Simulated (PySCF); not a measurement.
H7Si3, SMILES [SiH3][SiH][SiH3] (connectivity only; charge and spin as stated), charge +1, multiplicity 1.

Geometry optimised at PBE0-D3(BJ)/def2-SVP. The multiplicity is an assumed one; other spin states were not compared. The isomer is the one that the SMILES or the coordinates give; other isomers of the formula were not compared.

Method: PBE0-D3(BJ)/def2-SVP (PySCF 2.14.0).

Frequencies are harmonic and unscaled.

```
mode  ν (cm⁻¹)  IR (km/mol)  moving atoms (share of kinetic energy)
----  --------  -----------  --------------------------------------
1           29          0.7                         H 81 %, Si 19 %
2           30          0.4                         H 86 %, Si 14 %
3          100          3.0                         Si 70 %, H 30 %
4          305         13.0                          H 92 %, Si 8 %
5          308          2.8                         Si 60 %, H 40 %
6          368          0.0                         H 70 %, Si 30 %
7          432          9.8                          H 91 %, Si 9 %
8          469          0.0                         Si 79 %, H 21 %
9          552          8.5                         H 78 %, Si 22 %
10         559          7.3                         H 72 %, Si 28 %
11         720        321.8                         H 89 %, Si 11 %
12         812        161.7                         H 90 %, Si 10 %
13         822         30.6                          H 92 %, Si 8 %
14         884          0.6                                  H 97 %
15         887         51.7                                  H 97 %
16         898          1.7                                  H 97 %
17         902         58.6                                  H 97 %
18        2226          3.6                                  H 98 %
19        2228          0.4                                  H 98 %
20        2245         11.6                                  H 97 %
21        2270          1.3                                  H 97 %
22        2270         12.0                                  H 97 %
23        2297          0.1                                  H 96 %
24        2298         23.1                                  H 96 %
```
